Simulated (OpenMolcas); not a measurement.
GaClF (SMILES [F][Ga][Cl]): the vertical energy of the quartet above the doublet, rung by rung

GaClF: 3 atoms, total charge 0, spin state doublet. SMILES: `[F][Ga][Cl]`. Geometry: relaxed at PBE0-D4/def2-TZVP.

| atom | x (Å) | y (Å) | z (Å) |
| --- | --- | --- | --- |
| F | -1.4211 | 0.2959 | -0.7548 |
| Ga | 0.0664 | 0.6496 | 0.1122 |
| Cl | 1.3439 | -1.0103 | 0.6293 |

Each level gives the vertical energy of the quartet above the doublet (eV). The values are calculated.

| level | kind | program | value (eV) | CPU time (all runs) |
| --- | --- | --- | --- | --- |
| UBLYP/cc-pVTZ | GGA | OpenMolcas | 6.19 | 3.3 min |
| UPBE/cc-pVTZ | GGA | OpenMolcas | 6.10 | 2.3 min |
| U-r2SCAN/cc-pVTZ | meta-GGA | OpenMolcas | 6.11 | 2.5 min |
| UM06-L/cc-pVTZ | meta-GGA | OpenMolcas | 6.51 | 2.5 min |
| UTPSS/cc-pVTZ | meta-GGA | OpenMolcas | 6.08 | 3.2 min |
| UB3LYP/cc-pVTZ | global hybrid | OpenMolcas | ? | 2.1 min |
| UBHLYP/cc-pVTZ | global hybrid | OpenMolcas | 6.33 | 2 min |
| UM06-2X/cc-pVTZ | hybrid meta-GGA | OpenMolcas | ? | 2.3 min |

Q: Estimate the missing values from the other rows.

A: As computed at these levels: UB3LYP/cc-pVTZ: 6.39 eV; UM06-2X/cc-pVTZ: 6.52 eV. All-electron rows without a relativistic Hamiltonian named are non-relativistic. The values span 6.08 to 6.52 eV. CPU times are rough (shared hosts, several kinds of processor): they show what a rung costs within a factor of a few.
